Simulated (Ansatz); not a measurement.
C$_{3}$H$_{8}$SSi (`CC[SiH2]C=S`). Total charge 0; spin multiplicity 1.

Cartesian coordinates in Å:
```
C 0.352 -1.480 0.831
C 0.696 0.007 0.833
Si 0.356 0.866 -0.788
C -1.492 1.035 -1.131
S -2.646 0.726 -0.048
H 0.590 -1.942 1.793
H 0.909 -2.019 0.060
H -0.712 -1.638 0.646
H 0.130 0.529 1.612
H 1.755 0.158 1.068
H 0.949 0.124 -1.938
H 0.906 2.252 -0.813
H -1.795 1.383 -2.124
```

(1) List the harmonic frequencies (cm⁻¹, unscaled) at PBE0-D4/def2-TZVP in Ansatz. (Best estimate.)

(2) Is this a minimum?

(3) Give the ideal-gas thermochemistry at 298.15 K and 1 bar (rigid rotor, harmonic oscillator; point group C1, symmetry number 1).

## Answers

(1) The calculation gave: 71, 91, 122, 207, 224, 331, 469, 598, 637, 645, 730, 814, 852, 930, 986, 990, 1056, 1106, 1252, 1263, 1270, 1405, 1435, 1492, 1501, 2197, 2197, 3047, 3048, 3060, 3091, 3116, 3128.

(2) Yes, all 33 modes are real.

(3) Zero-point energy 259.4 kJ/mol; H(298) − E = 282.0 kJ/mol; entropy 363.2 J/(mol·K), of which translation 166.8, rotation 115.7, vibration 80.7; G(298) − E = 173.8 kJ/mol. Modes under 100 cm⁻¹ are hindered rotations or soft bends, so the harmonic entropy is rough.
